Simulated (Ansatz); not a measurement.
Computed with Ansatz.

`[AlH2][B]1CC1`. The species carries charge 0 and has multiplicity 1. The geometry is a stationary point of PBE0-D4/def2-TZVP.

```xyz
10

Al    0.275   -2.034    0.848
B     0.019   -0.138    0.057
C     0.556    1.280   -0.266
C    -0.855    0.928   -0.653
H     0.819   -3.223   -0.061
H    -0.068   -2.329    2.374
H     0.713    1.972    0.556
H     1.301    1.382   -1.051
H    -1.086    0.786   -1.705
H    -1.674    1.377   -0.099
```

(1) What is the dipole moment at B3LYP/def2-TZVPP? (An estimate is asked.)

(2) And with PBE, r2SCAN, ωB97M-V? (An estimate is asked.)

(3) Give the Mulliken charges with B3LYP, PBE, ωB97M-V in def2-TZVPP. (Best estimate.)

Results:

(1) The calculation gave: 0.92 D, with components (-0.11, 0.84, -0.35) D in this frame, pointing from negative to positive charge.

(2) The calculation gave: PBE 1.09 D, r2SCAN 1.06 D, ωB97M-V 0.82 D.

(3) The calculation gave: 
| atom | B3LYP | PBE | ωB97M-V |
| --- | --- | --- | --- |
| Al1 | 0.33 | 0.26 | 0.32 |
| B2 | 0.07 | 0.03 | 0.03 |
| C3 | -0.25 | -0.22 | -0.28 |
| C4 | -0.25 | -0.22 | -0.28 |
| H5 | -0.14 | -0.12 | -0.11 |
| H6 | -0.14 | -0.12 | -0.11 |
| H7 | 0.10 | 0.10 | 0.11 |
| H8 | 0.10 | 0.10 | 0.11 |
| H9 | 0.10 | 0.10 | 0.11 |
| H10 | 0.10 | 0.10 | 0.11 |

B3LYP here is the variant with VWN-RPA as its local correlation; programs differ in this.
